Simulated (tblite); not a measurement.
C7H9NOSi.
Structure used (GFN2-xTB), in Å, numbered top down from 1:
```xyz
19
C7H9NOSi angstrom
C     -2.3085    1.2765    0.3224
C     -1.6165    0.0322   -0.1334
C     -2.4886   -0.9594   -0.7699
O     -3.6743   -0.8110   -0.9428
C     -0.2860   -0.1366    0.0353
C      0.5172   -1.2578   -0.3573
C      1.8437   -1.3314   -0.1635
Si     2.9633   -0.0576    0.6532
C      2.5330    1.6424    0.0000
N      2.2693    2.6875   -0.3882
H     -3.1139    1.0191    1.0093
H     -2.7684    1.7718   -0.5322
H     -1.6198    1.9628    0.8066
H     -1.9939   -1.8917   -1.0979
H      0.2584    0.6687    0.5165
H      0.0135   -2.0854   -0.8404
H      2.3398   -2.2337   -0.5008
H      2.7660    0.0088    2.1049
H      4.3558   -0.2960    0.2707
```

All values are computed: GFN2-xTB (tblite) harmonic vibrations without scaling, gas phase. Against measured fundamentals such values can be off by several per cent, at times by over 20. Modes of hydrogen on silicon can be 10 to 20 % off. One conformer, not necessarily the lowest.

Harmonic wavenumbers (cm⁻¹): 27.2, 29.5, 58.0, 74.7, 100.3, 119.2, 180.2, 192.7, 258.7, 270.9, 314.0, 356.8, 404.5, 449.0, 465.2, 525.7, 579.8, 608.1, 671.7, 677.5, 739.0, 760.9, 768.0, 844.6, 870.4, 914.3, 948.4, 1018.9, 1025.1, 1124.6, 1187.4, 1249.3, 1317.5, 1368.2, 1394.6, 1400.3, 1452.7, 1467.1, 1591.6, 1622.6, 1723.0, 2239.1, 2267.3, 2352.9, 2786.4, 3008.2, 3026.7, 3029.8, 3035.9, 3053.3, 3056.8.

A = 2063, B = 537.0, C = 448.7 MHz; mass 151.045 u (most abundant isotopes); point group C1, symmetry number 1.

Q: What is the zero-point energy?

A: Half the sum of the wavenumbers: 29504 cm⁻¹ = 84.36 kcal/mol.

Q: Entropy at 298.15 K, 1 bar (ideal gas, RRHO, classical rotation)?

A: Translation 40.97, rotation 30.85, vibration 43.71: S = 115.5 cal/(mol K).

Q: And Cp and H(298.15 K) − H(0)?

A: Cp = 45.70 cal/(mol K), of which vibrations give 37.75 (their classical limit is 51 R = 101.3); H(298.15 K) − H(0) = 8.60 kcal/mol without the zero-point energy, 6.23 from vibrations.

Q: How do the functions run with temperature in this model?

A: 
| T (K) | S (cal/(mol K)) | Cp (cal/(mol K)) | H − H(0) (kcal/mol) | G − H(0) (kcal/mol) | ln q(vib) |
| --- | --- | --- | --- | --- | --- |
| 50 | 65.4 | 17.2 | 0.63 | -2.64 | 1.60 |
| 100 | 79.4 | 23.7 | 1.66 | -6.29 | 3.86 |
| 373.15 | 126.6 | 52.7 | 12.30 | -34.93 | 14.07 |
| 500 | 143.4 | 62.7 | 19.64 | -52.08 | 18.20 |
| 750 | 171.7 | 76.6 | 37.18 | -91.59 | 25.62 |
| 1000 | 195.0 | 85.6 | 57.53 | -137.52 | 32.22 |

q(vib) and H(0) count from the zero-point level.

Q: Which modes carry the vibrational entropy at 298.15 K?

A: 27.2 cm⁻¹: 6.02; 29.5 cm⁻¹: 5.86; 58.0 cm⁻¹: 4.52; 74.7 cm⁻¹: 4.03; 100.3 cm⁻¹: 3.45; 119.2 cm⁻¹: 3.11 cal/(mol K); the other 45 give 16.71 together.

Hindered rotation and anharmonicity are outside this model. Other conformers, if any are populated, would add a mixing term that is left out. The structure is chiral; the term R ln 2 for an equal mix with its mirror image is left out.
